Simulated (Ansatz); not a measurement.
Relaxation of CH4BClSSi (9 atoms, charge 0, multiplicity 1), to a largest force component of 0.02 eV/Å in at most 50 steps.

Level of theory: Ansatz 0.2.0, RKS PBE-D4/def2-SVP.

```xyz
9
Properties=species:S:1:pos:R:3:forces:R:3
S 0.315 0.937 -2.384 0.75 1.06 0.72
B 0.119 0.085 -0.749 -0.80 0.39 0.40
C 0.716 -0.755 0.412 6.84 -0.48 -1.12
Si -0.873 -0.476 0.889 -6.06 1.64 -0.05
Cl -1.330 1.228 2.002 0.03 -0.13 0.43
H 0.636 2.200 -1.767 -0.46 -1.45 -0.53
H 1.022 -1.795 0.136 0.27 0.19 0.37
H 1.534 -0.175 1.015 -0.79 -1.06 -0.84
H -2.050 -1.295 0.429 0.21 -0.16 0.62
```

Where does it end, and by what steps?

The forces met the threshold. After 21 steps the energy has fallen by 2.288 eV; S1 moved furthest, 1.01 Å.

```
step  energy less start (eV)  largest force component (eV/Å)  accepted
   0                  0.0000                           6.845       yes
   1                 -0.9800                           3.025       yes
   2                 -1.4390                           0.933       yes
   3                 -1.7065                           1.261       yes
   4                 -1.9636                           0.968       yes
   5                 -2.1122                           0.502       yes
   6                 -2.1566                           0.528       yes
   7                 -2.1911                           0.341       yes
   8                 -2.2050                           0.143       yes
   9                 -2.2048                           0.173        no
  10                 -2.2101                           0.070       yes
  11                 -2.2148                           0.142       yes
  12                 -2.2196                           0.118       yes
  13                 -2.2280                           0.274       yes
  14                 -2.2361                           0.444       yes
  15                 -2.2499                           0.515       yes
  16                 -2.2619                           0.583       yes
  17                 -2.2733                           0.485       yes
  18                 -2.2823                           0.288       yes
  19                 -2.2870                           0.080       yes
  20                 -2.2876                           0.025       yes
  21                 -2.2877                           0.006       yes
```

```xyz
9
Properties=species:S:1:pos:R:3
S 1.044 1.362 -1.836
B 0.284 0.151 -0.785
C 0.839 -0.774 0.320
Si -0.998 -0.206 0.621
Cl -1.503 1.276 1.996
H -0.085 2.032 -2.209
H 0.582 -1.852 0.224
H 1.814 -0.644 0.826
H -1.888 -1.391 0.827
```

Time of the run: 51 s on 2 threads of Intel(R) Xeon(R) Platinum 8488C (Sapphire Rapids), with other jobs on the host, peak memory 0.2 GiB.
